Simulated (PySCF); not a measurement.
**[TmF3(H2O)]− at several levels of theory**

Computed with PySCF 2.14.0 (density fitting, no spin-orbit coupling) at the geometry relaxed with PBE0:

```xyz
7
[TmF3(H2O)]− (singlet in the valence; each metal's 4f electrons, 13 of them, lie in its core potential, out of spins and levels)
Tm    0.1013   -0.2244   -0.1585
F     0.7723    1.3214    1.1813
F    -2.1105   -0.6669    0.1362
F     1.4866   -1.6031   -1.0772
O    -1.7171    1.3326   -1.2089
H    -1.6553    2.0571   -0.5759
H    -2.1278    0.5661   -0.6676
```

```json
{"level": "PBE0", "basis": "Tm lcecp-0-SVP with ECP59, F def2-SVP, O def2-SVP, H def2-SVP", "state": "singlet", "HOMO (eV)": "–", "gap (eV)": "–", "charge on Tm1 (e)": "0.71", "population of f-type functions on Tm1 (polarisation alone where 4f lies in the core)": "0.03", "dipole about the centre of mass (D)": "1.17", "largest force component (eV/Å)": "0.01"}
{"level": "BLYP", "basis": "the same", "state": "singlet", "HOMO (eV)": "–", "gap (eV)": "–", "charge on Tm1 (e)": "0.45", "population of f-type functions on Tm1 (polarisation alone where 4f lies in the core)": "0.03", "dipole about the centre of mass (D)": "1.19", "largest force component (eV/Å)": "0.86"}
{"level": "r2SCAN", "basis": "the same", "state": "singlet", "HOMO (eV)": "–", "gap (eV)": "–", "charge on Tm1 (e)": "0.66", "population of f-type functions on Tm1 (polarisation alone where 4f lies in the core)": "0.03", "dipole about the centre of mass (D)": "1.16", "largest force component (eV/Å)": "0.25"}
```

In the lcecp rows the 4f levels are missing from HOMO and gap, and the state counts the valence alone.

Charges are Mulliken's, which hang on the basis. The relaxation used the grid (50, 194), these runs (75, 302) or, all-electron (x2c bases, spin-free X2C Hamiltonian), (99, 590).

What does PBE0 with Tm lcecp-0-TZVP with ECP59, F def2-TZVP, O def2-TZVP, H def2-TZVP give here?

state singlet, charge on Tm1 (e) 1.16, population of f-type functions on Tm1 (polarisation alone where 4f lies in the core) 0.04, dipole about the centre of mass (D) 1.05, largest force component (eV/Å) 0.22. Time: 29 s on 2 threads of Arm Neoverse V1 (shared host), from free ions and atoms.

An lcecp potential fixes the number of 4f electrons, so in runs with it no electron can move into or out of that shell.
